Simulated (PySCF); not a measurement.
Excitations are Tamm–Dancoff values on a coarser integration grid. The basis has no diffuse functions, so Rydberg states are missing or too high.

Cartesian coordinates (Å):
SMILES: C(OC)=C=C
```xyz
11

C      1.8552    -0.1713    -0.9085
C      0.8512     0.5021    -0.4246
C     -0.1348     1.2189     0.0498
O     -1.2851     0.7615     0.6206
C     -1.4106    -0.6511     0.7013
H      1.8900    -0.4780    -1.9501
H      2.7036    -0.4560    -0.2927
H     -0.1118     2.3013     0.0242
H     -2.3695    -0.8472     1.1744
H     -0.6025    -1.0793     1.3011
H     -1.3858    -1.1009    -0.2954
```
Charge 0, multiplicity 1.

Question: What S1 excitation (TDA), dipole moment, LUMO, S1–T1 gap (TDA) and HOMO–LUMO gap does PBE-D3(BJ)/def2-TZVP // B3LYP-D3(BJ)/def2-TZVP run with PySCF give?

Answer: 
```yaml
S1 excitation (TDA): 4.23 eV
dipole_moment: 1.02 D
LUMO: -1.20 eV
S1–T1 gap (TDA): 0.40 eV
HOMO–LUMO gap: 4.09 eV
```
